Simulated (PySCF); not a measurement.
**Basis-set dependence of excited states**

Compound: C3H8BFO.
Structure used (PBE0-D3(BJ)/def2-SVP), in Å, numbered top down from 1:
```xyz
14
C3H8BFO angstrom
B      2.5814    0.2573    0.1419
O      1.0234    0.5867    0.4824
C      0.2527    1.4878   -0.3568
C     -0.9313    0.5234   -0.3067
C      0.0222   -0.4352    0.3955
F     -0.3467   -0.8412    1.6120
H      2.5434   -0.1255   -1.0255
H      3.1391    1.3284    0.3040
H      2.8631   -0.6082    0.9521
H      0.1479    2.4679    0.1258
H      0.7438    1.5838   -1.3349
H     -1.7447    0.8367    0.3601
H     -1.3324    0.1830   -1.2685
H      0.4124   -1.2924   -0.1753
```

TDDFT with PBE0 (PySCF), vertical singlets, core orbitals frozen in the response, spherical d and f functions. The structure is a single PBE0-D3(BJ)/def2-SVP conformer in the gas phase; no vibrational or solvent corrections.

How do the low singlets change with the basis? Take 6-31G*, 6-31+G*, def2-SVP, def2-SVPD, aug-cc-pVDZ, def2-TZVP and def2-TZVPD.

```tsv
basis	functions	diffuse	S1 (eV)	S2 (eV)	S3 (eV)	S4 (eV)	S5 (eV)	LUMO (eV)	α (au)
6-31G*	100	no	7.52	7.84	8.69	8.91	9.02	1.32	48.0
6-31+G*	124	yes	7.06	7.10	7.36	7.39	7.44	0.05	54.8
def2-SVP	124	no	7.39	7.70	8.25	8.31	8.55	1.04	49.8
def2-SVPD	190	yes	7.16	7.37	7.46	7.69	7.74	0.37	58.3
aug-cc-pVDZ	210	yes	6.74	7.00	7.06	7.16	7.32	-0.32	59.5
def2-TZVP	234	no	7.18	7.48	7.75	8.04	8.08	0.67	56.4
def2-TZVPD	300	yes	6.99	7.11	7.29	7.43	7.46	0.01	59.3
```

States are compared by their number. Against the largest diffuse basis here (def2-TZVPD, itself not a converged limit), sets without diffuse functions differ by up to 0.53 eV in S1 and 1.55 eV in S5; the smaller diffuse sets differ by up to 0.25 and 0.28 eV. State by state, the largest deviation of a set without diffuse functions is S1 0.53, S2 0.73, S3 1.39, S4 1.49, S5 1.55 eV. The same number needn't mean the same state in each row. Against def2-TZVPD the polarisability deviates by -19% in 6-31G*, -8% in 6-31+G*, -16% in def2-SVP, -2% in def2-SVPD, 0% in aug-cc-pVDZ, -5% in def2-TZVP. A single + in a Pople set puts diffuse functions on heavy atoms only.

Without π bonds the low states may be Rydberg-like; a valence basis with one diffuse set may place them up to an eV too high.
